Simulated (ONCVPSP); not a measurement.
**What one change does to a pseudopotential (antimony, ONCV)**

| Quantity | Value |
| --- | --- |
| Element | Sb |
| Generator | ONCVPSP 4.0.1 |
| Type | optimised norm-conserving Vanderbilt (ONCV) |
| Functional | BLYP |
| Relativity | scalar-relativistic |
| Frozen core | [Kr] |
| Valence charge | 15 |
| Reference configuration | 4d10 5s2 5p3 |
| Partial waves | 5s: rc 1.60 bohr, ncon 4, nbas 9, qcut 3.3 1/bohr, 2 projectors, debl 3 Ha; 5p: rc 1.80 bohr, ncon 4, nbas 8, qcut 4.8 1/bohr, 2 projectors, debl 2 Ha; 4d: rc 1.25 bohr, ncon 4, nbas 9, qcut 12.1 1/bohr, local |
| Local potential | the d channel |
| Core correction | Teter function, fcfact 2.5, rcfact 1.05 |

Change: all radii but the core radius scaled by about 1.05 (s 1.68, p 1.90, d 1.32 bohr).

Cutoffs: the cutoffs (Ha) at which the residual kinetic energy of the hardest occupied pseudo-wave falls to 1 and 0.1 mHa per electron; they do not see the model core or the augmentation charge, which bear on the density cutoff. Errors are all-electron minus pseudo energies relative to the spin-unpolarised reference configuration.

Predict the effect on cutoff, ghosts and configuration errors.

The potential gets softer (49 Ha and 84 Ha → 48 Ha and 56 Ha); the bound ghosts move from p, s to s; the lowest positive-energy flag moves from none to p at 8.7 eV; the number of tests with a reliable result goes from 4 to 2. A larger radius leaves more room for a smooth pseudo-wave, so fewer plane waves are needed.

```csv
quantity,base,changed
"cutoff, loose",49 Ha,48 Ha
"cutoff, tight",84 Ha,56 Ha
loose cutoff by channel,"s 14 Ha, p 6.5 Ha, d 49 Ha","s 11 Ha, p 6.2 Ha, d 48 Ha"
bound ghosts,"s, p",s
GHOST(+) flags under 300 eV,none,p at 8.7 eV
tests with a reliable result,4 of 4,2 of 4
"error for 4d10 5s2 5p2, meV [ΔE 8.20 eV]",-1.3,-0.4
"error for 4d10 5s2 5p1, meV [ΔE 24.11 eV]",-0.1,+3.6
"rms error of d²Exc/dni dnj with the model core, mHa",3.76,3.77
```

 A true bound ghost makes a file unfit for plane-wave use even where its test errors are small: the radial tests pick states by their node count and pass the ghost by.
